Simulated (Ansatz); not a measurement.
`[NH2][Nb](=[O])([OH])[Cl]` + HCl → `[O]=[Nb]([OH])([Cl])[Cl]` + NH₃ at 600 K and 1 bar (ligand exchange at the Nb–N bond).

Gas-phase electronic energies from Ansatz, PBE0-D4/def2-TZVP geometries. CCSD(T)/CBS adds triple-zeta CCSD(T) − MP2 to the extrapolated MP2 energy (def2 sets, frozen cores). This one scheme is used for every species. def2 core potentials past Kr. For Nb outer-core shells are correlated without core-valence functions, which leaves a few kJ/mol of doubt a bond. One conformer a species, not always the lowest.

```json
{"species": "`[NH2][Nb](=[O])([OH])[Cl]`", "CCSD(T)/CBS energy (Eh)": "-723.76288", "H − E (kJ/mol)": "174.3", "S (J/(mol·K))": "454.4"}
{"species": "HCl", "CCSD(T)/CBS energy (Eh)": "-460.38127", "H − E (kJ/mol)": "35.4", "S (J/(mol·K))": "207.2"}
{"species": "`[O]=[Nb]([OH])([Cl])[Cl]`", "CCSD(T)/CBS energy (Eh)": "-1127.66427", "H − E (kJ/mol)": "104.3", "S (J/(mol·K))": "435.4"}
{"species": "NH₃", "CCSD(T)/CBS energy (Eh)": "-56.50880", "H − E (kJ/mol)": "112.4", "S (J/(mol·K))": "219.5"}
```

H − E and S are ideal-gas, rigid-rotor, harmonic terms from PBE0-D4/def2-TZVP, for one conformer and one mirror image of each species. 1 Eh = 2625.50 kJ/mol, R = 8.31446 J/(mol·K).

Problem. By hand: ΔE, ΔH, ΔS and ΔG.

Solution. ΔE = (-1127.66427) + (-56.50880) − (-723.76288) − (-460.38127) = -0.02892 Eh = -75.9 kJ/mol. Δ(H − E) = 104.3 + 112.4 − 174.3 − 35.4 = 7.0, so ΔH = -68.9 kJ/mol. ΔS = 435.4 + 219.5 − 454.4 − 207.2 = -6.7 J/(mol·K). ΔG = -68.9 − 600 × (-6.7)/1000 = -64.9 kJ/mol.

Problem. By hand: the equilibrium constant, and the temperature at which ΔG would vanish if ΔH and ΔS stayed fixed.

Solution. log₁₀ K = −ΔG/(RT ln 10) = 5.6. ΔG = 0 at ΔH/ΔS = 10284 K, far beyond where these terms or the molecules hold.

The number of gas molecules stays the same, so ΔS is small and ΔH decides. A doubt of 5 kJ/mol in ΔE shifts log₁₀ K by 0.4 here. Other conformers and mirror images would add mixing entropy, several J/(mol·K) or more a flexible species. These are equilibria of isolated gas molecules and say nothing of rates. Largest T1 diagnostic: 0.022 (customary marks: 0.02 for closed shells, 0.045 for open ones).
